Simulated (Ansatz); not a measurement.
Conformers of H5O3Si2 (`O[SiH][SiH](O)O`) radical, each relaxed with PBE0-D4/def2-TZVP in Ansatz. CBS adds the triple-zeta coupled-cluster correction to the MP2 limit.

Not all of them had a frequency check.

Conformer A:

```xyz
10

O    -1.452    1.472   -1.199
Si   -0.703   -0.004   -1.373
Si    0.525   -0.337    0.592
O    -0.446   -0.226    1.917
O     1.081   -1.874    0.477
H    -1.778    1.896   -1.995
H     0.116   -0.002   -2.631
H     1.655    0.628    0.773
H    -0.635    0.651    2.253
H     1.637   -2.204    1.184
```

Conformer B:

Cartesian coordinates in Å:
```
O -0.085 -1.929 -1.705
Si -0.216 -0.277 -1.670
Si -0.100 0.488 0.531
O 0.369 2.065 0.497
O 1.038 -0.545 1.137
H 0.557 -2.287 -1.087
H -1.464 0.049 -2.416
H -1.308 0.412 1.412
H 0.069 2.631 1.210
H 1.140 -0.608 2.088
```

Task: Which is lowest in electronic energy at CCSD(T)/CBS (frozen core, def2 sets), and by how much? (Estimate.)

Result: The calculation gave: B; A lies 4.8 kJ/mol higher.

Task: Give the energies relative to B (kJ/mol) with PBE-D4/def2-TZVPP, B3LYP-D4/def2-TZVPP, r2SCAN/def2-TZVPP, B3LYP/def2-TZVPP, HF/def2-TZVPP, SCS-MP2/def2-TZVPP, CCSD/def2-TZVPP. (An estimate is asked.)

Result: The calculation gave: 
```
              level     A
  PBE-D4/def2-TZVPP   6.5
B3LYP-D4/def2-TZVPP   4.6
  r2SCAN/def2-TZVPP   5.5
   B3LYP/def2-TZVPP   4.1
      HF/def2-TZVPP  -0.1
 SCS-MP2/def2-TZVPP   4.0
    CCSD/def2-TZVPP   4.0
```

B3LYP here is the variant with VWN-RPA as its local correlation; programs differ in this.
